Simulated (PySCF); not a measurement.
Level of theory: B3LYP-D3(BJ)/def2-TZVP // PBE-D3(BJ)/def2-SVP (PySCF). All species are isolated molecules in the gas phase. One relaxed conformer stands for a flexible species; it need not be the lowest. B3LYP has the VWN-RPA correlation part, as in Gaussian. 

Reference species: [Cd(NH2)(Cl)] (neutral, multiplicity 1).

| Property | Result |
|---|---|
| mean distance from the central atom to its bonded neighbours | 2.164 Å |
| coordination number | 2 |
| charge on the central atom (Mulliken) | 0.76 e |

After one change: the mean distance from the central atom to its bonded neighbours falls by 0.162 Å; the coordination number stays essentially unchanged; the charge on the central atom (Mulliken) goes up by 0.05 e.

Q: What was changed between the two runs? The new species is one of these.
(A) [Cd(NH2)(OH)]
(B) [Cd(NH2)(Br)]
(C) [Cd(NH2)(SH)]
(D) [Cd(NH2)(CH3)]

A: A, [Cd(NH2)(OH)]
